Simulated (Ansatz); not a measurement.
Consider the ligand exchange at a Ge–N bond: `C[N](C)[GeH3]` + `C=C[SiH2]S` → `C=C[SiH2][S][GeH3]` + dimethylamine.

Program: Ansatz. Geometries: PBE0-D4/def2-TZVP. ΔE: electronic, gas phase. CCSD(T)/CBS adds triple-zeta CCSD(T) − MP2 to the extrapolated MP2 energy (def2 sets, frozen cores). DFT in def2-TZVPP. B3LYP here is the variant with VWN-RPA as its local correlation; programs differ in this. HSE06 is defined as in plane-wave codes. For Ge outer-core shells are correlated without core-valence functions, which leaves a few kJ/mol of doubt a bond. Scalar relativity is left out up to krypton. One conformer a species, not always the lowest.

`C[N](C)[GeH3]`:

Cartesian coordinates in Å:
```
C 1.473 0.018 -0.002
N 0.077 0.374 -0.091
C -0.490 0.715 1.192
Ge -0.966 -0.645 -1.213
H 1.664 -0.862 0.634
H 2.045 0.854 0.420
H 1.880 -0.190 -0.995
H 0.057 1.559 1.629
H -0.454 -0.111 1.923
H -1.533 1.022 1.081
H -0.254 -0.690 -2.573
H -2.334 0.048 -1.307
H -1.166 -2.093 -0.697
```

`C=C[SiH2]S`:

```xyz
10

C     0.619    0.482   -1.569
C     0.820   -0.071   -0.375
Si   -0.302    0.261    1.063
S    -1.207   -1.532    1.804
H    -0.209    1.162   -1.750
H     1.270    0.285   -2.417
H     1.661   -0.750   -0.246
H    -1.322    1.249    0.623
H     0.435    0.779    2.243
H    -1.764   -1.863    0.626
```

`C=C[SiH2][S][GeH3]`:

Z-matrix (Å, degrees):
```
Si
C 1 1.860
S 1 2.132 2 112.2
H 1 1.488 2 109.0 3 122.5
H 1 1.486 2 111.0 3 -117.9
C 2 1.329 1 124.1 3 10.8
H 2 1.090 1 117.6 3 -169.2
Ge 3 2.229 1 98.5 2 65.9
H 6 1.087 2 121.4 1 0.1
H 6 1.086 2 122.1 1 179.7
H 8 1.534 3 106.4 1 145.5
H 8 1.536 3 110.0 1 -95.3
H 8 1.536 3 109.0 1 25.6
```

`CNC`:

```xyz
10

C    -0.857   -0.565    0.638
N     0.340    0.240    0.575
C     0.855    0.374   -0.768
H    -1.238   -0.590    1.661
H    -0.619   -1.594    0.350
H    -1.668   -0.218   -0.026
H     0.159    1.155    0.966
H     1.184   -0.604   -1.131
H     1.723    1.036   -0.771
H     0.120    0.764   -1.494
```

| level | ΔE (kJ/mol) | difference from CCSD(T)/CBS |
| --- | --- | --- |
| LDA (SPW92) | -53.0 | -0.1 |
| PBE-D4 | -58.7 | -5.8 |
| revPBE-D4 | -57.7 | -4.8 |
| BLYP-D4 | -53.0 | -0.1 |
| r2SCAN-D4 | -56.7 | -3.8 |
| B97M-V | -55.9 | -3.0 |
| PBE0-D4 | -60.9 | -8.0 |
| B3LYP-D4 | -55.2 | -2.3 |
| r2SCANh-D4 | -57.7 | -4.8 |
| r2SCAN0-D4 | -59.0 | -6.1 |
| HSE06-D4 | -60.9 | -8.0 |
| BHLYP-D4 | -58.0 | -5.1 |
| CAM-B3LYP-D4 | -50.8 | 2.1 |
| ωB97X-V | -53.2 | -0.3 |
| ωB97M-V | -55.3 | -2.4 |
| B2PLYP | -50.4 | 2.5 |
| PBE-QIDH | -56.7 | -3.8 |
| BLYP | -47.9 | 5.0 |
| PBE0 | -58.1 | -5.2 |
| B3LYP | -50.4 | 2.5 |
| r2SCAN0 | -58.0 | -5.1 |
| HSE06 | -58.1 | -5.2 |
| BHLYP | -51.9 | 1.0 |
| CAM-B3LYP | -47.6 | 5.3 |
| RPA@PBE/def2-TZVPP | -45.8 | 7.1 |
| HF/def2-SVP | -50.6 | 2.3 |
| MP2/def2-SVP | -47.0 | 5.9 |
| CCSD/def2-SVP | -46.0 | 6.9 |
| CCSD(T)/def2-SVP | -45.9 | 7.0 |
| HF/def2-TZVPP | -51.1 | 1.8 |
| MP2/def2-TZVPP | -51.6 | 1.3 |
| SCS-MP2/def2-TZVPP | -48.7 | 4.2 |
| CCSD/def2-TZVPP | -49.2 | 3.7 |
| CCSD(T)/def2-TZVPP | -49.9 | 3.0 |
| HF/def2-QZVPP | -50.4 | 2.5 |
| MP2/def2-QZVPP | -53.1 | -0.2 |
| SCS-MP2/def2-QZVPP | -50.2 | 2.7 |
| HF/CBS(def2) | -50.3 | 2.6 |
| MP2/CBS(def2) | -54.6 | -1.7 |
| CCSD/CBS(def2) | -52.2 | 0.7 |
| CCSD(T)/CBS | -52.9 | 0 |

Largest T1 diagnostic among the species: 0.012.

From BLYP to BHLYP (50 % exact exchange), in def2-TZVPP and without D4, ΔE moves by −4.0 kJ/mol. The D4 term adds −4.8 kJ/mol with B3LYP and −2.7 kJ/mol with PBE0; it sums over pairs of atoms, weighted by their polarisabilities, and B3LYP, whose exchange is more repulsive, gets the larger term.
